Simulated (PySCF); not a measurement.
Vertical excitations of a molecule C2H8OSn from TDA-B3LYP/def2-SVPD in PySCF, as energy in eV (oscillator strength): 5.54 (0.006), 6.12 (0.027), 6.19 (0.001), 6.45 (0.085), 6.75 (0.019), 6.83 (0.033), 7.13 (0.009), 7.24 (0.009), 7.29 (0.053), 7.54 (0.011). Lowest triplet (TDA): 5.11 eV. Coordinates come from a B3LYP-D3(BJ)/def2-SVP optimisation. The def2 effective core potentials stand for the cores of Sn; spin–orbit coupling is left out. Other conformers were not sampled.

### Question
Which molecule gave these data?
A) CC[O][SnH3]
B) C[O][SnH2][CH3]
C) [CH3][SnH]([CH3])[OH]
D) C[CH2][SnH2][OH]

### Answer
B, C[O][SnH2][CH3]
